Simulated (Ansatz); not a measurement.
C₂H₁₀AlNSi at its PBE0-D4/def2-TZVP geometry, where that method's forces vanish. Total charge 0; spin multiplicity 1. The bonds changed during the relaxation, so this is another structure than the one it started from.

| atom | x (Å) | y (Å) | z (Å) |
| --- | --- | --- | --- |
| C1 | -1.266 | 1.864 | -0.089 |
| N2 | -0.774 | 0.504 | 0.065 |
| C3 | -0.792 | -0.357 | -1.180 |
| Al4 | 1.029 | -0.145 | -0.497 |
| Si5 | 1.837 | -1.847 | 1.068 |
| H6 | -1.118 | 2.420 | 0.838 |
| H7 | -2.326 | 1.882 | -0.362 |
| H8 | -0.695 | 2.360 | -0.875 |
| H9 | -1.230 | 0.039 | 0.838 |
| H10 | -1.153 | 0.221 | -2.028 |
| H11 | -1.400 | -1.247 | -1.037 |
| H12 | 1.884 | 1.074 | -1.054 |
| H13 | 2.736 | -1.321 | 2.138 |
| H14 | 2.583 | -2.955 | 0.400 |
| H15 | 0.687 | -2.494 | 1.776 |

Problem. For each bond, give half the difference of the two atoms' forces along it (eV/Å; positive pushes the atoms apart) under PBE-D4, r2SCAN-D4, B3LYP-D4, ωB97M-V in def2-TZVPP. (Estimate.)

Solution. Computed: 
```tsv
bond	length (Å)	PBE-D4	r2SCAN-D4	B3LYP-D4	ωB97M-V
C1–N2	1.455	0.08	0.19	0.22	0.23
C1–H6	1.091	0.08	-0.06	-0.10	-0.10
C1–H7	1.095	0.09	-0.05	-0.08	-0.11
C1–H8	1.091	0.10	-0.05	-0.08	-0.09
N2–C3	1.513	0.11	0.22	0.27	0.21
N2–Al4	1.997	0.09	-0.02	0.08	0.04
N2–H9	1.011	0.21	-0.04	-0.11	-0.14
C3–Al4	1.956	0.17	0.10	0.17	0.11
C3–H10	1.088	0.08	-0.07	-0.12	-0.09
Al4–Si5	2.449	-0.16	0.00	0.05	0.04
Al4–H12	1.591	0.01	-0.03	-0.12	-0.12
Si5–H13	1.493	0.10	-0.02	-0.06	-0.09
Si5–H14	1.493	0.11	-0.01	-0.06	-0.10
Si5–H15	1.497	0.10	-0.01	-0.05	-0.08
```

B3LYP here is the variant with VWN-RPA as its local correlation; programs differ in this.
